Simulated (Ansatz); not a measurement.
Computed with Ansatz.

F$_{6}$SiSn (`F[Si](F)(F)[Sn]([F])([F])[F]`) at its PBE0-D4/def2-TZVP geometry, where that method's forces vanish. Total charge 0; spin multiplicity 1. Sn takes the def2 core potential.

| atom | x (Å) | y (Å) | z (Å) |
| --- | --- | --- | --- |
| F1 | -1.6549 | 1.7392 | -0.0293 |
| Si2 | -0.4732 | 1.0307 | -0.7752 |
| F3 | 0.6805 | 2.0597 | -1.0306 |
| F4 | -0.9810 | 0.4589 | -2.1427 |
| Sn5 | 0.4099 | -0.8916 | 0.6709 |
| F6 | -0.8914 | -2.2108 | 1.0642 |
| F7 | 1.8439 | -1.8458 | -0.1175 |
| F8 | 1.0662 | -0.3402 | 2.3601 |

Task: For each bond, give half the difference of the two atoms' forces along it (eV/Å; positive pushes the atoms apart) under PBE-D4, r2SCAN-D4, B3LYP-D4, ωB97M-V in def2-TZVPP. (Estimate.)

Result: The calculation gave: 
```
   bond  length (Å)  PBE-D4  r2SCAN-D4  B3LYP-D4  ωB97M-V
 F1–Si2       1.567    0.48       0.06      0.13     0.11
 Si2–F3       1.567    0.48       0.06      0.13     0.11
 Si2–F4       1.567    0.48       0.06      0.13     0.11
Si2–Sn5       2.562   -0.61      -0.15     -0.23    -0.25
 Sn5–F6       1.894    0.51       0.13      0.26     0.07
 Sn5–F7       1.894    0.51       0.13      0.26     0.07
 Sn5–F8       1.894    0.51       0.13      0.26     0.07
```

B3LYP here is the variant with VWN-RPA as its local correlation; programs differ in this.
